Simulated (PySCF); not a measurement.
Compound: C₇H₇ClN (doublet state).
Structure used (GFN2-xTB), in Å, numbered top down from 1:
```
atom  x, y, z in Å
N1     5.094   -0.267    1.122
C2     4.112   -0.323    0.523
C3     2.929   -0.390   -0.204
C4     1.708   -0.085    0.348
C5     0.512   -0.136   -0.356
C6    -0.731    0.188    0.215
C7    -1.905    0.162   -0.463
C8    -3.208    0.479    0.149
Cl9   -4.144   -1.061    0.360
H10    3.011   -0.692   -1.239
H11    1.678    0.213    1.389
H12    0.531   -0.438   -1.395
H13   -0.735    0.487    1.256
H14   -1.923   -0.152   -1.497
H15   -3.827    1.108   -0.490
H16   -3.110    0.915    1.142
```

The hyperfine couplings belong to this conformer and change with its torsions.

Identity: `N#C[CH]/C=C/C=C/CCl` [radical].

The calculation used PySCF 2.14.0, UKS B3LYP, pcH-1 on C Cl H N, non-relativistic, mean-field spin-orbit, GIAO. Geometry: GFN2-xTB, one conformer, isolated molecule. The geometry wasn't refined by DFT: couplings that depend on bond lengths, twists or pyramidal angles can differ widely from those at the functional's own minimum. No stability test was run, so a lower SCF solution isn't excluded. ⟨S²⟩ is 0.793 where a pure state has 0.75.

(1) Where do the isotropic ENDOR lines of N1, H10, H12, H14, H15/H16, H11, H13 and Cl9 fall at 341.2 mT, to first order?

(2) Which pairs are centred on the nuclear Larmor frequency, and which on half the coupling?

(3) At what field would the lower line of H13 fall to zero frequency?

Results:

(1) For S = 1/2 in fast tumbling each set of equivalent nuclei gives two lines, ν± = |νn ± a/2| to first order, with νn = g_N μN B/h and μN/h = 7.62259 MHz/T.

```csv
nuclei,isotope,g_N,νn (MHz),a_iso (MHz),lower line (MHz),upper line (MHz)
N1,14N,0.4038,1.05,4.73,1.31,3.41
H10,1H,5.5857,14.53,-30.32,0.63,29.69
H12,1H,5.5857,14.53,-28.25,0.40,28.65
H14,1H,5.5857,14.53,-25.44,1.81,27.25
H15/H16,1H,5.5857,14.53,12.49,8.28,20.77
H11,1H,5.5857,14.53,10.50,9.28,19.78
H13,1H,5.5857,14.53,9.50,9.78,19.28
Cl9,35Cl,0.5479,1.43,17.76,7.45,10.30
```

(2) Centred on νn, since |a| < 2νn: H12, H14, H15/H16, H11 and H13. Centred on |a|/2 and split by 2νn: N1, H10 and Cl9.

(3) Where νn = |a|/2, that is B = 4.75 MHz/(5.5857 × 7.62259 MHz/T) = 112 mT, as far as first order holds there.

Class means assume fast exchange of nuclei equivalent by connectivity; if that motion is slow, each nucleus keeps its own coupling. The 1H value of +12.5 MHz is a mean of couplings from 1.4 to 23.6 MHz in this one geometry, not an average over conformers.

Main isotope only: 35Cl (natural samples also hold 24 % 37Cl, magnetic too, which adds its own pattern).

Largest spin populations (Mulliken): C5 (+0.47), C3 (+0.46), C7 (+0.41) and C4 (-0.21). Four atoms exceed +0.15. The positive populations add up to 1.61 and the negative ones to -0.61, together 2S = 1.

Hardware: one thread, Arm Neoverse V1 (aarch64), no GPU, on a shared host. Cost: 2.2 min of wall time (grids of density and orbitals included), 1.1 GiB resident at most.
